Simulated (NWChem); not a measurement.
# C2H5BO3; SMILES OB1OCCO1

```xyz
11

O     -0.0714     2.1269    -0.0005
B     -0.0289     0.7678    -0.0009
O     -1.1678     0.0011    -0.0553
C     -0.7664    -1.3656     0.0791
C      0.7775    -1.3473    -0.0783
O      1.1400     0.0328     0.0533
H      0.8219     2.4982     0.0149
H     -1.0757    -1.7344     1.0650
H     -1.2630    -1.9695    -0.6871
H      1.0977    -1.7080    -1.0635
H      1.2906    -1.9348     0.6896
```
Atoms are numbered in this order, from 1.

Computed with NWChem. All runs use the structure optimised with B3LYP/6-31G* (spherical d).

For level PBE/def2-SVP:

```yaml
dipole (D): 2.30
```

Problem. How do the values read with level LDA (Slater exchange, PW92)/def2-SVP instead?

Solution. The dipole (D) is 2.40.
